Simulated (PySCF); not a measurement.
Compound: C₂H₁₀NSi₂ (doublet state).
Z-matrix (Å and degrees, GFN2-xTB geometry), rows numbered from 1:
```
C 
C   1  1.4797
N   2  1.3766  1  123.55
Si  3  1.7532  2  114.78  1  -178.79
Si  3  1.7488  2  120.80  1     7.49
H   1  1.0886  2  109.63  3  -166.52
H   1  1.0913  2  111.30  3   -46.13
H   1  1.0980  2  112.38  3    73.90
H   2  1.0762  1  118.94  3  -168.40
H   4  1.4680  3  107.26  2    56.79
H   4  1.4553  3  106.86  2   177.37
H   4  1.4682  3  109.21  2   -61.26
H   5  1.4577  3  105.76  2  -174.37
H   5  1.4654  3  109.04  2   -54.60
H   5  1.4705  3  110.88  2    66.15
```

The hyperfine couplings belong to this conformer and change with its torsions.

The species is `[CH](C)N([SiH3])[SiH3]` [radical].

Computed, not measured: PySCF 2.14.0, UKS B3LYP, pcH-1 on C H N Si, non-relativistic, mean-field spin-orbit, GIAO. The structure is a single GFN2-xTB conformer in the gas phase; no vibrational or solvent corrections. Couplings are sensitive to structure, and on GFN2-xTB geometries they can be far from those on DFT ones. The SCF solution wasn't tested for stability.

(1) The isotropic 13C couplings are +86.7, -30.6 MHz. Assign them to C1; C2.

(2) The isotropic 29Si couplings are +6.3, +2.7 MHz. Assign them to Si4; Si5.

(3) Match the computed a_iso(1H) values +67.4, -55.0, +11.5, +4.0 MHz (means over equivalent nuclei) with the sites H6/H7/H8; H9; H10/H11/H12; H13/H14/H15.

## Answers

(1) 
```json
{"site": "C1", "a_iso (MHz)": "-30.6", "ρ(0) (bohr⁻³)": "-0.0272", "position": "1 bond from C2", "distance from C2 (Å)": "1.48", "spin population": "-0.08", "largest |T| (MHz)": "2.2"}
{"site": "C2", "a_iso (MHz)": "+86.7", "ρ(0) (bohr⁻³)": "+0.0772", "position": "largest spin population", "distance from C2 (Å)": "0.00", "spin population": "+0.87", "largest |T| (MHz)": "144.1"}
```

(2) 
```tsv
site	a_iso (MHz)	ρ(0) (bohr⁻³)	position	distance from C2 (Å)	spin population	largest |T| (MHz)
Si4	+2.7	-0.0030	2 bonds from C2	2.64	+0.02	3.2
Si5	+6.3	-0.0071	2 bonds from C2	2.72	+0.02	1.2
```

(3) 
| site | a_iso (MHz) | ρ(0) (bohr⁻³) | position | distance from C2 (Å) | bound to | spin population there | largest \|T\| (MHz) |
| --- | --- | --- | --- | --- | --- | --- | --- |
| H6/H7/H8 | +67.4 | +0.0151 | β, 2 bonds from C2 | 2.13 | C1 | -0.08 | 8.1 |
| H9 | -55.0 | -0.0123 | α, 1 bond from C2 | 1.08 | C2 | +0.87 | 34.6 |
| H10/H11/H12 | +4.0 | +0.0009 | γ, 3 bonds from C2 | 3.33 | Si4 | +0.02 | 4.1 |
| H13/H14/H15 | +11.5 | +0.0026 | γ, 3 bonds from C2 | 3.43 | Si5 | +0.02 | 3.7 |

ρ(0) is the spin density at the nucleus and T the dipolar tensor; a_iso includes a spin–orbit part; entries for several nuclei are means. The Mulliken spin populations are largest on C2 (+0.87), N3 (+0.08) and C1 (-0.08). No atom but C2 exceeds +0.15. The positive populations add up to 1.12 and the negative ones to -0.12, together 2S = 1. The angles at C2 add up to 359.0°, so it is planar; its axial dipolar tensor and the negative coupling of its proton fit spin in a p orbital normal to that plane.

The spin density at the nucleus, in bohr⁻³, is negative for C1 (-0.0272), H9 (-0.0123) and Si5 (-0.0071), for instance. A restricted open-shell determinant has no negative spin density anywhere; here it arises because α and β orbitals differ (spin polarisation).

Nuclei that the bonding pattern makes equivalent are averaged, as if the motion that swaps them (rotation, inversion, ring flip) were fast. Si4 and Si5, with what hangs on them, aren't averaged: N3 is flat or nearly so (angle sum 360°), and its turn about the short N3–C2 bond (1.38 Å) is taken as slow. The three 1H nuclei of mean +67.4 MHz run from 15.8 to 131.9 MHz in the frozen geometry. The three 1H nuclei of mean +11.5 MHz run from -2.2 to 25.1 MHz in the frozen geometry.

Hardware: Arm Neoverse N1, one thread, no GPU, shared host. Cost: 81 s of wall time (grids of density and orbitals included), 0.86 GiB resident at most.
